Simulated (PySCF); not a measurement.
Assigning NMR signals

Geometry:
```json
{"atom": "O1", "x (Å)": "2.932", "y (Å)": "1.000", "z (Å)": "0.143"}
{"atom": "C2", "x (Å)": "2.797", "y (Å)": "-0.161", "z (Å)": "-0.102"}
{"atom": "O3", "x (Å)": "1.682", "y (Å)": "-0.860", "z (Å)": "-0.225"}
{"atom": "C4", "x (Å)": "0.412", "y (Å)": "-0.314", "z (Å)": "-0.078"}
{"atom": "C5", "x (Å)": "0.062", "y (Å)": "0.948", "z (Å)": "0.200"}
{"atom": "Si6", "x (Å)": "-1.818", "y (Å)": "1.048", "z (Å)": "0.263"}
{"atom": "C7", "x (Å)": "-1.908", "y (Å)": "-0.798", "z (Å)": "-0.129"}
{"atom": "C8", "x (Å)": "-0.671", "y (Å)": "-1.282", "z (Å)": "-0.262"}
{"atom": "H9", "x (Å)": "3.643", "y (Å)": "-0.854", "z (Å)": "-0.269"}
{"atom": "H10", "x (Å)": "0.778", "y (Å)": "1.733", "z (Å)": "0.352"}
{"atom": "H11", "x (Å)": "-2.331", "y (Å)": "1.379", "z (Å)": "1.592"}
{"atom": "H12", "x (Å)": "-2.384", "y (Å)": "1.888", "z (Å)": "-0.791"}
{"atom": "H13", "x (Å)": "-2.778", "y (Å)": "-1.421", "z (Å)": "-0.244"}
{"atom": "H14", "x (Å)": "-0.414", "y (Å)": "-2.306", "z (Å)": "-0.487"}
```

- geometry from GFN2-xTB
- shieldings: GIAO PBE0/pcSseg-1
- run in PySCF 2.14
- fast rotation and ring inversion assumed for equivalent nuclei, non-relativistic, one conformer, in vacuum

δ = σ(ref) − σ, references computed at the same level: $^{13}$C (σ = 186.93 ppm) and $^{1}$H (σ = 31.72 ppm) against TMS.

**Question.** Assign these signals to the numbered atoms. $^{13}$C{$^{1}$H} NMR (computed): δ 167.7, 163.3, 155.0, 136.2, 111.2.

**Answer.** 
| δ (ppm) | atoms | environment | reason |
| --- | --- | --- | --- |
| 167.7 | C4 | alkene carbon bearing oxygen | an sp2 carbon further deshielded by the attached heteroatom |
| 163.3 | C2 | ester carbonyl carbon | lone-pair donation from the attached heteroatom keeps it upfield of a ketone carbonyl |
| 155.0 | C8 | alkene CH | an sp2 carbon of a C=C bond |
| 136.2 | C7 | alkene CH | – |
| 111.2 | C5 | β carbon of an enol-ether or enamine type C=C | the O or N lone pair pushes π density onto this β carbon and shields it |

**Question.** Assign these signals to the numbered atoms. $^{1}$H NMR (400 MHz, computed): δ 8.33 (s, 1H), 7.05 (d, 1H), 6.83 (t, 1H), 6.40 (m, 1H), 4.76 (m, 2H).

**Answer.** 
8.33 → H9, hydrogen on an ester carbonyl carbon
7.05 → H14, hydrogen on an alkene CH: attached to an sp2 carbon and in the plane of the double bond
6.83 → H10, hydrogen on a β carbon of an enol-ether or enamine type C=C: attached to an sp2 carbon and in the plane of the double bond
6.40 → H13, hydrogen on an alkene CH: a vinylic proton, deshielded by the sp2 carbon and the C=C anisotropy
4.76 → H11/H12, hydrogen on a silicon bonded to 2 C, in a 5-membered ring

Shifts are as computed. Against solution values, carbons near 30 ppm lie about +3 ppm off and those near 130 ppm about +5 ppm. Of 1211 compounds with measured shifts, 218 miss one by over three times the rms of a fit or turn the order of signals round; such compounds aren't used in these exercises. No couplings were computed; multiplicities are counted from neighbouring protons, with m where these are inequivalent, close in shift, in a saturated or five-membered ring or joined by F or P, and br s for small geminal =CH2 splittings.
